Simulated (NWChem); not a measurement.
Species: BeH$_{2}$Se; SMILES [BeH][SeH]

Computed with NWChem. Medium grid unless said otherwise, to which SCAN and Minnesota functionals are sensitive. Geometry: optimised at B3LYP/6-31G* (spherical d). B3LYP is NWChem's, with the RPA form of VWN correlation.

Problem. Order these by “highest occupied level (eV)”, lowest first: TPSSh/def2-TZVP; HCTH/407/def2-TZVP; MN15/def2-TZVP; LC-wPBE (HJS exchange hole, range parameter 0.4 per bohr)/def2-TZVP.

Solution. LC-wPBE (HJS exchange hole, range parameter 0.4 per bohr)/def2-TZVP (-10.02), MN15/def2-TZVP (-8.02), TPSSh/def2-TZVP (-6.79), HCTH/407/def2-TZVP (-6.36)
